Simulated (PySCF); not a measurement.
(H2Ga-mu-AsH2)3.
Cartesian coordinates in Å at the PBE0-D3(BJ)/def2-SVP level; atoms count from 1:
```
atom  x, y, z in Å
Ga1   -2.1423    1.5228   -0.1746
H2    -2.8872    2.1282    1.0651
H3    -2.5298    1.7497   -1.6763
As4    0.2905    2.0922    0.0424
Ga5    2.2254    0.9378   -1.0430
H6     2.0142    1.0500   -2.5919
H7     3.5312    1.3281   -0.2687
As8    1.6427   -1.4056   -0.3561
Ga9   -0.0465   -2.0554    1.3752
H10    0.2714   -1.1868    2.6430
H11   -0.2384   -3.6100    1.3575
As12  -1.9823   -0.9486    0.2419
H13    0.4106    3.5579   -0.3040
H14    0.5983    2.2093    1.5159
H15    1.3205   -2.1859   -1.6089
H16    2.9314   -2.1133   -0.0126
H17   -2.2146   -1.6726   -1.0634
H18   -3.2515   -1.3807    0.9360
```

Method used: PySCF, PBE0-D3(BJ)/def2-SVP geometry optimisation, gas phase.

Task: Which atoms are bound to Ga1, and at what distances?

Result: 4 atoms: H3 1.567 Å, H2 1.568 Å, As4 2.508 Å, As12 2.511 Å. The nearest atom not counted as bound is H13, at 3.27 Å.

Task: List the angles at Ga1.

Result: 
```json
{"angle": "H2–Ga1–H3", "degrees": "125.7", "distance of the outer atoms (Å)": "2.79"}
{"angle": "H3–Ga1–As12", "degrees": "108.5", "distance of the outer atoms (Å)": "3.36"}
{"angle": "H2–Ga1–As4", "degrees": "107.7", "distance of the outer atoms (Å)": "3.34"}
{"angle": "H3–Ga1–As4", "degrees": "106.9", "distance of the outer atoms (Å)": "3.32"}
{"angle": "H2–Ga1–As12", "degrees": "106.2", "distance of the outer atoms (Å)": "3.31"}
{"angle": "As4–Ga1–As12", "degrees": "98.5", "distance of the outer atoms (Å)": "3.80"}
```

Task: Describe the arrangement about Ga1 in numbers.

Result: Angles from 98.5° to 125.7°; τ4 = (360° − α − β)/141° = 0.89 with α and β the two widest (0 for a square, 1 for a tetrahedron).

Task: What are the other bond lengths?

Result: As4–H13 and 5 like bonds 1.510 Å.

Task: Give some angles away from the centre.

Result: Ga1–As4–Ga5 127.5°, Ga5–As8–Ga9 126.0°, As8–Ga9–As12 95.4°, Ga1–As12–Ga9 124.1°.

Task: What are the rotational constants (commonest isotopes, rigid rotor)?

Result: A = 385.7, B = 362.2, C = 206.1 MHz: an asymmetric top.

Point group: near Cs, missed by 0.19 Å at most; the miss may be what the optimiser left on a soft mode. Charge 0, singlet. No PBE0-D3(BJ)/def2-SVP frequencies stand behind this structure, so it isn't proved a minimum.

One conformer stands for the species.
